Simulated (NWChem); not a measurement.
# BeCl2; SMILES [Cl][Be][Cl]

```xyz
3

Be     0.0000     0.0000     0.0000
Cl     0.0000     0.0000     1.8137
Cl     0.0000     0.0000    -1.8137
```
Atoms are numbered in this order, from 1.

Level: PBE-D3(BJ)/def2-SVP (NWChem), optimised geometry, unscaled harmonic frequencies. 

### Question
List the harmonic frequencies with IR intensities, and the thermochemistry.

### Answer
| frequency (cm⁻¹) | IR intensity (km/mol) |
|---|---|
| 222 | 33.3 |
| 222 | 33.3 |
| 380 | 0.0 |
| 1150 | 325.3 |

```
Item                                                                               Result
-----------------------------------------------------------------------  ----------------
zero-point energy                                                            2.8 kcal/mol
thermal correction to the enthalpy at 298.15 K (with zero-point energy)      5.8 kcal/mol
heat capacity Cv                                                         10.3 cal/(mol K)
entropy at 298.15 K and 1 atm (symmetry number 2)                        60.4 cal/(mol K)
dipole moment                                                                      0.00 D
```

Rigid rotor and harmonic oscillator.
